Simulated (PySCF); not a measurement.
PySCF input for F2H4O2Si2, SMILES O[Si](F)(F)O[SiH3], TDDFT-PBE/def2-SVPD. Geometry: PBE-D3(BJ)/def2-SVP. This is a generated structure with no PubChem entry under its InChIKey; it may be hypothetical. Other conformers were not sampled.

```python
import numpy as np
from pyscf import gto, scf, dft, tdscf

mol = gto.M(
    atom='''
    O     1.75496226    1.15901215    0.41834788
    Si    0.76173331   -0.12189906    0.14257525
    F     0.29438771   -0.82557766    1.53035180
    F     1.53223324   -1.27780929   -0.69184073
    O    -0.55248725    0.39735082   -0.67341162
    Si   -2.22970331    0.42347817   -0.49323192
    H     2.64104204    0.94731676    0.75882148
    H    -2.75975354   -0.97931527   -0.40670297
    H    -2.78878506    1.11141295   -1.70047726
    H    -2.60031190    1.17805661    0.75146257
    ''',
    basis='def2-SVPD',
    charge=0,
    spin=0,
    max_memory=1600,
    verbose=4,
)
mf = dft.RKS(mol, xc='pbe').density_fit(auxbasis='def2-universal-jkfit')
mf.grids.level = 3
mf.conv_tol = 1e-9
mf.max_cycle = 100
mf.kernel()
mf.grids = dft.Grids(mol).set(level=1).build(with_non0tab=True)  # coarser grid for the response kernel
td = tdscf.TDDFT(mf)
td.singlet = True
td.nstates = 10
td.conv_tol = 1e-4
td.positive_eig_threshold = 1e-6
td.kernel(x0=td.get_init_guess(mf, 15))
td.analyze()
tt = tdscf.TDA(mf)
tt.singlet = False
tt.nstates = 4
tt.conv_tol = 1e-4
tt.positive_eig_threshold = 1e-6
tt.kernel(x0=tt.get_init_guess(mf, 9))
tt.analyze(verbose=3)
```

Output:

```
PySCF version 2.14.0

[INPUT] verbose = 4
[INPUT] num. atoms = 10
[INPUT] num. electrons = 66
[INPUT] charge = 0
[INPUT] spin (= nelec alpha-beta = 2S) = 0
[INPUT] symmetry False subgroup None
[INPUT] Mole.unit = angstrom
[INPUT] Symbol           X                Y                Z      unit          X                Y                Z       unit  Magmom
[INPUT]  1 O      1.754962260000   1.159012150000   0.418347880000 AA    3.316398030348   2.190215538543   0.790562917992 Bohr   0.0
[INPUT]  2 Si     0.761733310000  -0.121899060000   0.142575250000 AA    1.439467335858  -0.230355838242   0.269428174641 Bohr   0.0
[INPUT]  3 F      0.294387710000  -0.825577660000   1.530351800000 AA    0.556312146338  -1.560115671959   2.891945776235 Bohr   0.0
[INPUT]  4 F      1.532233240000  -1.277809290000  -0.691840730000 AA    2.895501182555  -2.414709597525  -1.307389501519 Bohr   0.0
[INPUT]  5 O     -0.552487250000   0.397350820000  -0.673411620000 AA   -1.044049589814   0.750884225171  -1.272563530900 Bohr   0.0
[INPUT]  6 Si    -2.229703310000   0.423478170000  -0.493231920000 AA   -4.213528594936   0.800257761032  -0.932073244693 Bohr   0.0
[INPUT]  7 H      2.641042040000   0.947316760000   0.758821480000 AA    4.990846139063   1.790169229610   1.433964774637 Bohr   0.0
[INPUT]  8 H     -2.759753540000  -0.979315270000  -0.406702970000 AA   -5.215178361899  -1.850637649904  -0.768557227347 Bohr   0.0
[INPUT]  9 H     -2.788785060000   1.111412950000  -1.700477260000 AA   -5.270039983679   2.100266086795  -3.213436302451 Bohr   0.0
[INPUT] 10 H     -2.600311900000   1.178056610000   0.751462570000 AA   -4.913877329447   2.226204352134   1.420058450162 Bohr   0.0

nuclear repulsion = 408.090717127407
number of shells = 72
number of NR pGTOs = 256
number of NR cGTOs = 172
basis = def2-SVPD
ecp = {}


[settings echo left out]
init E= -931.066004219002
  HOMO = -0.34447630840637  LUMO = -0.081217222398037  gap/eV = 7.16364
cycle= 1 E= -930.439027043003  delta_E= 0.627  |g|= 1.22  |ddm|= 4.61
  HOMO = -0.15093840582055  LUMO = -0.0272768061269302  gap/eV = 3.36500
cycle= 2 E= -929.48352082776  delta_E= 0.956  |g|= 2.52  |ddm|= 3.74
  HOMO = -0.296331435775075  LUMO = -0.0580653587422844  gap/eV = 6.48355
cycle= 3 E= -930.692663216401  delta_E= -1.21  |g|= 0.272  |ddm|= 2.69
  HOMO = -0.28897798908857  LUMO = -0.0523051213357522  gap/eV = 6.44020
cycle= 4 E= -930.70441828231  delta_E= -0.0118  |g|= 0.146  |ddm|= 0.431
  HOMO = -0.29361703720044  LUMO = -0.0516514169429554  gap/eV = 6.58422
cycle= 5 E= -930.707863804021  delta_E= -0.00345  |g|= 0.0156  |ddm|= 0.124
  HOMO = -0.293149352387323  LUMO = -0.0524481053705768  gap/eV = 6.54981
cycle= 6 E= -930.707930030044  delta_E= -6.62e-05  |g|= 0.00716  |ddm|= 0.031
  HOMO = -0.293250740575841  LUMO = -0.0523839985490926  gap/eV = 6.55432
cycle= 7 E= -930.707938071617  delta_E= -8.04e-06  |g|= 0.00276  |ddm|= 0.0087
  HOMO = -0.293148997560722  LUMO = -0.0523332571021835  gap/eV = 6.55293
cycle= 8 E= -930.707939627622  delta_E= -1.56e-06  |g|= 0.000426  |ddm|= 0.00375
  HOMO = -0.29320633852251  LUMO = -0.0523603659160954  gap/eV = 6.55375
cycle= 9 E= -930.707939667048  delta_E= -3.94e-08  |g|= 7.5e-05  |ddm|= 0.000574
  HOMO = -0.293206827630212  LUMO = -0.0523617590311738  gap/eV = 6.55373
cycle= 10 E= -930.707939667842  delta_E= -7.94e-10  |g|= 4.88e-05  |ddm|= 0.000156
  HOMO = -0.293208283173971  LUMO = -0.0523622178307388  gap/eV = 6.55376
cycle= 11 E= -930.707939668154  delta_E= -3.12e-10  |g|= 2.45e-05  |ddm|= 5.49e-05
  HOMO = -0.29320652557274  LUMO = -0.0523616990183293  gap/eV = 6.55372
Extra cycle  E= -930.707939667841  delta_E= 3.13e-10  |g|= 4.99e-05  |ddm|= 6.51e-05
converged SCF energy = -930.707939667841
tot grids = 43672
Overwritten attributes  positive_eig_threshold  of <class 'pyscf.tdscf.rks.CasidaTDDFT'>


******** <class 'pyscf.tdscf.rks.CasidaTDDFT'> for <class 'pyscf.df.df_jk.DFRKS'> ********
nstates = 10 singlet
deg_eia_thresh = 1.000e-03
wfnsym = None
conv_tol = 0.0001
eigh lindep = 1e-12
eigh level_shift = 0
eigh max_cycle = 100


Excitation energies (eV)
[6.62429162 6.77483177 7.26557391 7.52758629 7.68365133 8.04636477
 8.05382457 8.1678603  8.20207002 8.28476144]

** Singlet excitation energies and oscillator strengths **
Excited State   1:      6.62429 eV    187.17 nm  f=0.0010
      33 -> 34       -0.70556
Excited State   2:      6.77483 eV    183.01 nm  f=0.0004
      32 -> 34       -0.70526
Excited State   3:      7.26557 eV    170.65 nm  f=0.0086
      31 -> 34       -0.70250
Excited State   4:      7.52759 eV    164.71 nm  f=0.0035
      33 -> 35        0.70457
Excited State   5:      7.68365 eV    161.36 nm  f=0.0045
      32 -> 35       -0.70227
Excited State   6:      8.04636 eV    154.09 nm  f=0.0178
      30 -> 34        0.69162
      33 -> 36        0.12084
Excited State   7:      8.05382 eV    153.94 nm  f=0.0405
      30 -> 34       -0.12093
      33 -> 36        0.68458
Excited State   8:      8.16786 eV    151.80 nm  f=0.0121
      29 -> 34        0.14609
      31 -> 35        0.68248
Excited State   9:      8.20207 eV    151.16 nm  f=0.0351
      32 -> 36       -0.68409
      33 -> 37        0.10969
Excited State  10:      8.28476 eV    149.65 nm  f=0.0083
      29 -> 34       -0.68340
      31 -> 35        0.13908

** Transition electric dipole moments (AU) **
state          X           Y           Z        Dip. S.      Osc.
  1        -0.0512     -0.0532     -0.0278      0.0062      0.0010
  2         0.0422      0.0192      0.0079      0.0022      0.0004
  3         0.0349     -0.0243     -0.2160      0.0485      0.0086
  4        -0.1353      0.0205      0.0100      0.0188      0.0035
  5         0.1335     -0.0146     -0.0776      0.0241      0.0045
  6         0.0983      0.2771      0.0629      0.0904      0.0178
  7         0.0660      0.3866      0.2269      0.2053      0.0405
  8         0.1103      0.0216     -0.2193      0.0607      0.0121
  9         0.0509      0.2443     -0.3353      0.1747      0.0351
 10         0.0464     -0.0066     -0.1965      0.0408      0.0083

** Transition velocity dipole moments (imaginary part, AU) **
state          X           Y           Z        Dip. S.      Osc.
  1        -0.0115     -0.0092     -0.0044      0.0002      0.0006
  2         0.0102      0.0034      0.0041      0.0001      0.0004
  3         0.0081     -0.0068     -0.0570      0.0034      0.0084
  4        -0.0366      0.0019      0.0017      0.0013      0.0032
  5         0.0411     -0.0052     -0.0185      0.0021      0.0049
  6         0.0301      0.0846      0.0200      0.0085      0.0191
  7         0.0194      0.1222      0.0710      0.0204      0.0458
  8         0.0337      0.0063     -0.0663      0.0056      0.0124
  9         0.0178      0.0764     -0.1058      0.0173      0.0384
 10         0.0160     -0.0024     -0.0602      0.0039      0.0085

** Transition magnetic dipole moments (imaginary part, AU) **
state          X           Y           Z
  1         0.0807     -0.3680      0.6929
  2        -0.1073     -0.6251     -0.3612
  3         0.2202     -0.6744      0.0527
  4        -0.0233      0.3562     -0.8683
  5         0.0261     -0.8373     -0.3706
  6         0.1512     -0.1476     -0.7965
  7        -0.2443     -0.2608      0.8710
  8         0.1182     -0.3028      0.2393
  9        -0.0186      0.6431      0.3920
 10         0.3077      0.6432      0.0187
Overwritten attributes  positive_eig_threshold  of <class 'pyscf.tdscf.rks.TDA'>


******** <class 'pyscf.tdscf.rks.TDA'> for <class 'pyscf.df.df_jk.DFRKS'> ********
nstates = 4 triplet
deg_eia_thresh = 1.000e-03
wfnsym = None
conv_tol = 0.0001
eigh lindep = 1e-12
eigh level_shift = 0
eigh max_cycle = 100


Excitation energies (eV)
[6.39277055 6.54373244 7.05217542 7.33340011]

** Triplet excitation energies and oscillator strengths **
Excited State   1:      6.39277 eV    193.94 nm  f=0.0000
Excited State   2:      6.54373 eV    189.47 nm  f=0.0000
Excited State   3:      7.05218 eV    175.81 nm  f=0.0000
Excited State   4:      7.33340 eV    169.07 nm  f=0.0000
```

The run converged.
